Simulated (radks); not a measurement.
The numbers below are computed, except where a source is named.
Kinetic energies: the exact non-interacting value of the Kohn-Sham orbitals and orbital-free approximations, in hartree. Species: Pd [Kr] 4d10; Kr [Kr]; P [Ne] 3s2 3p3. Code: a radial shooting solver on a logarithmic mesh with Libxc functionals. Model: non-relativistic Kohn-Sham, exchange-only B88, spin-polarised, spherical densities, point nucleus. Every spin shell is full or empty, so the densities are truly spherical. Functionals are evaluated on that one density, not self-consistently.

functional           Pd       Kr        P
exact           4938.02  2752.10  340.711
Thomas-Fermi     4670.0   2590.4   315.57
von Weizsacker   2108.7   1275.2   210.90
TF + vW          6778.7   3865.7   526.47
TF + vW/9        4904.3   2732.1   339.00
TF + vW/5        5091.7   2845.5   357.75
LC94             4941.4   2753.1   341.33
APBEK            4944.3   2755.2   341.78
revAPBEK         4953.5   2761.1   343.05
Thakkar          4911.2   2738.8   340.68
Pearson          4891.4   2722.8   335.26
LKT              5915.8   3351.2   447.56
PG1              5707.2   3225.3   427.40
DePristo-Kress   4933.9   2750.0   340.93
Ernzerhof        4918.7   2741.5   341.21
